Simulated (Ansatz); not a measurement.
Reaction (redistribution): `[BH2][SnH2][CH3]` + `CCBB[SiH3]` → `[CH3][SnH2][BH][SiH3]` + `BBCC`

Gas-phase electronic energies from Ansatz, PBE0-D4/def2-TZVP geometries. CBS: MP2 limit from def2 TZ/QZ plus the TZ coupled-cluster correction, frozen cores. DFT in def2-TZVPP. B3LYP here is the variant with VWN-RPA as its local correlation; programs differ in this. def2 core potentials past Kr. For Sn outer-core shells are correlated without core-valence functions, which leaves a few kJ/mol of doubt a bond. Each species was taken in one conformer, which may not be the lowest.

Question: Is it downhill or uphill in electronic energy at CCSD(T)/CBS, and by how much? (An estimate is asked.)

Answer: Computed: Nearly level: ΔE = +0.5 kJ/mol.

Question: What do these levels give: r2SCAN-D4, PBE0-D4, ωB97X-V, PBE0, B3LYP, HF/def2-TZVPP, MP2/def2-TZVPP, SCS-MP2/def2-TZVPP, HF/def2-QZVPP, MP2/def2-QZVPP, SCS-MP2/def2-QZVPP, HF/CBS(def2)? (An estimate is asked.)

Answer: Ansatz gave: r2SCAN-D4 3.4, PBE0-D4 2.8, ωB97X-V 2.2, PBE0 4.7, B3LYP 5.4, HF/def2-TZVPP 3.6, MP2/def2-TZVPP 2.3, SCS-MP2/def2-TZVPP 2.4, HF/def2-QZVPP 3.6, MP2/def2-QZVPP 1.2, SCS-MP2/def2-QZVPP 1.4, HF/CBS(def2) 3.6 kJ/mol.

Largest T1 diagnostic among the species: 0.013.

The D4 term adds −3.4 kJ/mol with B3LYP and −1.9 kJ/mol with PBE0; it sums over pairs of atoms, weighted by their polarisabilities, and B3LYP, whose exchange is more repulsive, gets the larger term.
